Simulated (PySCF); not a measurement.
A structure optimised at B3LYP-D3(BJ)/def2-SVP, used in a PySCF frequency run:

```
W
O 1 1.7143
O 1 1.7143 2 110.45
C 1 2.1201 2 108.53 3 118.87
H 4 1.1022 1 112.28 2 -60.03
H 4 1.1048 5 108.15 1 120.81
H 4 1.1048 5 108.15 6 118.38
C 1 2.1201 2 108.53 3 -118.87
H 8 1.1022 1 112.28 2 60.03
H 8 1.1048 9 108.15 1 -120.81
H 8 1.1048 9 108.15 10 -118.38
```

Q: Write its SMILES, formula and point group.

A: [CH3][W]([CH3])(=[O])=[O], C₂H₆O₂W, C2v

Q: What are its rotational constants (standard atomic weights)?

A: 3.4919, 3.0031, 2.8144 GHz
